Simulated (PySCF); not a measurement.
Delta-SCF ions had no search for a lower state. Excitations are Tamm–Dancoff values on a coarser integration grid. The basis has no diffuse functions, so Rydberg states are missing or too high.

Z-matrix (Å, degrees):
```
C
C 1 1.3798
C 1 1.4547 2 109.71
C 3 1.3707 1 108.45 2 0.00
H 4 1.0985 3 126.35 1 180.00
H 3 1.0993 4 125.60 5 0.00
C 2 1.4547 1 109.71 3 180.00
C 7 1.3707 2 108.45 1 0.00
H 8 1.0985 7 126.35 2 -180.00
H 7 1.0993 8 125.60 9 0.00
C 1 1.4998 2 109.24 7 0.00
H 11 1.1139 1 112.75 2 -120.33
H 11 1.1139 12 105.49 1 123.47
C 2 1.4998 1 109.24 3 0.00
H 14 1.1139 2 112.75 1 120.33
H 14 1.1139 15 105.49 2 -123.47
```
Charge 0, spin multiplicity 1.

**Question.** What S1 oscillator strength, T1 excitation (TDA), HOMO, S1 excitation (TDA), LUMO, HOMO–LUMO gap, vertical ionisation energy (Delta-SCF) and dipole moment does PBE-D3(BJ)/def2-TZVP // PBE-D3(BJ)/def2-SVP in PySCF give?

**Answer.** 
```
Item                                      Result
--------------------------------------  --------
S1 oscillator strength                     0.315
T1 excitation (TDA)                      2.25 eV
HOMO                                    -4.57 eV
S1 excitation (TDA)                      4.16 eV
LUMO                                    -1.77 eV
HOMO–LUMO gap                            2.79 eV
vertical ionisation energy (Delta-SCF)   7.22 eV
dipole moment                             0.00 D
```
